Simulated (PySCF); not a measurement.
Structure with atom numbers: `[BH2:1][C@:2]12[CH2:3][CH2:4][C@H:5]1[CH2:6][CH2:7]2`. Each H is labelled by its parent atom. Ha(C6), Ha(C7) are cis to C4 on the ring; Ha(C3), Ha(C4) are cis to C6 on the ring; Hb(C6), Hb(C7) are trans to C4 on the ring; Hb(C3), Hb(C4) are trans to C6 on the ring.

- σ from GIAO-PBE0/pcSseg-1
- PBE0-D3(BJ)/def2-SVP structure
- run in PySCF 2.14.0 with density-fitted response routines
- no solvent, single conformer, non-relativistic Hamiltonian, fast rotation and ring inversion assumed for equivalent nuclei

Referencing at the same level of theory: TMS for 13C (σ = 184.41 ppm), 1H (σ = 31.27 ppm); BF3·OEt2 for 11B (σ = 100.73 ppm).

```csv
atoms,nucleus,count,δ (ppm)
H(B1),1H,2,4.26
C5,13C,1,?
H(C5),1H,1,?
Hb(C3)/Hb(C7),1H,2,2.59
C4/C6,13C,2,25.0
C2,13C,1,79.6
Hb(C4)/Hb(C6),1H,2,2.09
B1,11B,1,26.3
Ha(C4)/Ha(C6),1H,2,?
Ha(C3)/Ha(C7),1H,2,2.03
C3/C7,13C,2,28.8
```

Complete the table.

## Answers


- C5: 20.5 ppm, sp3 CH in a ring; aliphatic region, no heteroatom directly attached
- H(C5): 2.29 ppm, hydrogen on an sp3 CH in a ring
- Ha(C4)/Ha(C6): 2.09 ppm, hydrogen on an sp3 CH2 in a ring

Hydrogens on boron are broadened and split by 11B (spin 3/2, 80 %) and 10B (spin 3). A carbon bonded to boron is broadened by the quadrupolar boron nucleus and is often missing from a measured spectrum. Shifts are as computed. Against solution values, carbons near 30 ppm lie about +2 ppm off and those near 130 ppm about +5 ppm. Of 1309 compounds with measured shifts, 239 miss one by over three times the rms of a fit or turn the order of signals round; such compounds aren't used in these exercises.
